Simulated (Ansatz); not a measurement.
AlGe19PH32, a doped nanocrystal cut from the lattice of germanium (Al and P 4.0 A apart). Total charge 0; triplet. Geometry PBE-D4/def2-SVP, that of the neutral singlet; atoms count from 1.

```xyz
53

P    -1.628   -3.897   -1.305
Ge    1.524   -3.468    1.049
Ge    3.563   -1.630   -1.618
Ge   -2.590   -2.097    2.085
Al   -0.284   -0.230   -0.826
Ge   -4.121    0.933    0.319
Ge   -1.224    1.479    2.828
Ge    2.914    0.099    1.784
Ge    4.884    2.167   -0.886
Ge    1.129    3.355    0.040
Ge   -2.580    4.656    0.999
Ge   -3.274   -3.725    0.386
Ge    0.351   -4.934   -0.526
Ge   -1.242   -1.846   -2.487
Ge    1.810   -1.247    0.056
Ge    4.369    0.473   -2.578
Ge   -1.954    0.008    1.005
Ge    0.215    2.002   -1.794
Ge   -3.908    3.234   -0.489
Ge   -0.525    3.606    1.834
Ge    3.204    2.363    0.892
H    -2.178   -4.867   -2.204
H     2.855   -4.236    1.313
H     0.685   -3.519    2.359
H     3.022   -2.545   -2.762
H     4.761   -2.384   -0.965
H    -1.468   -2.803    2.901
H    -3.848   -2.001    3.001
H    -4.751    0.049   -0.804
H    -5.112    0.906    1.523
H    -0.075    0.820    3.646
H    -2.407    1.746    3.811
H     4.317   -0.496    2.116
H     2.083    0.102    3.100
H     6.244    1.778   -0.230
H     5.091    3.537   -1.597
H     1.495    4.804   -0.424
H    -3.473    5.020    2.223
H    -2.251    5.986    0.256
H    -3.461   -5.207    0.825
H    -4.517   -3.296   -0.443
H    -0.172   -6.304   -0.001
H     1.112   -5.175   -1.859
H    -0.391   -2.449   -3.653
H    -2.682   -1.685   -3.076
H     5.657    0.192   -3.411
H     3.293    1.019   -3.556
H    -1.011    2.792   -2.347
H     1.285    2.028   -2.928
H    -3.264    3.208   -1.903
H    -5.330    3.857   -0.635
H     0.056    4.533    2.951
H     3.803    3.285    2.004
```

Single mean-field runs in def2-TZVP are fitted with def2-universal-jkfit. At PBE0-D4/def2-TZVP a singlet of charge 0 lies 4.06 eV below the triplet at the same geometry.

(1) Estimate the Mulliken populations of the heavy atoms from the PBE0/def2-TZVP orbitals of Ansatz.

(2) Where does the spin sit?

(3) And the Mayer bond orders between bonded heavy atoms (over 0.3)?

Answers

(1) 
```csv
atom,charge (e),spin (α − β)
P1,-0.20,0.09
Ge2,0.01,0.03
Ge3,0.02,0.01
Ge4,0.01,0.03
Al5,0.46,0.41
Ge6,0.02,0.01
Ge7,0.03,0.02
Ge8,0.03,0.02
Ge9,0.00,0.00
Ge10,-0.11,0.17
Ge11,0.00,0.00
Ge12,0.05,0.04
Ge13,0.05,0.04
Ge14,-0.17,0.52
Ge15,-0.44,0.00
Ge16,-0.07,0.00
Ge17,-0.44,0.00
Ge18,-0.07,0.37
Ge19,-0.07,0.00
Ge20,-0.09,0.01
Ge21,-0.09,0.01
```
Mulliken values and Mayer orders depend strongly on the basis.

(2) Summed by element: P 0.09, Ge 1.28, Al 0.41, H 0.21, of 2 unpaired in all. Largest on single atoms: Ge14 0.52, Al5 0.41, Ge18 0.37.

(3) P1–Ge12 0.85 (2.37 Å); P1–Ge13 0.85 (2.37 Å); P1–Ge14 0.58 (2.40 Å); Ge2–Ge13 0.86 (2.45 Å); Ge2–Ge15 0.87 (2.45 Å); Ge3–Ge15 0.87 (2.45 Å); Ge3–Ge16 0.87 (2.45 Å); Ge4–Ge12 0.86 (2.45 Å); Ge4–Ge17 0.87 (2.45 Å); Al5–Ge14 0.83 (2.51 Å); Al5–Ge15 0.75 (2.49 Å); Al5–Ge17 0.75 (2.49 Å); Al5–Ge18 0.60 (2.48 Å); Ge6–Ge17 0.87 (2.45 Å); Ge6–Ge19 0.87 (2.45 Å); Ge7–Ge17 0.85 (2.45 Å); Ge7–Ge20 0.85 (2.45 Å); Ge8–Ge15 0.85 (2.45 Å); Ge8–Ge21 0.85 (2.45 Å); Ge9–Ge16 0.86 (2.45 Å); Ge9–Ge21 0.86 (2.45 Å); Ge10–Ge18 0.71 (2.45 Å); Ge10–Ge20 0.86 (2.45 Å); Ge10–Ge21 0.86 (2.45 Å); Ge11–Ge19 0.86 (2.45 Å); Ge11–Ge20 0.86 (2.45 Å).
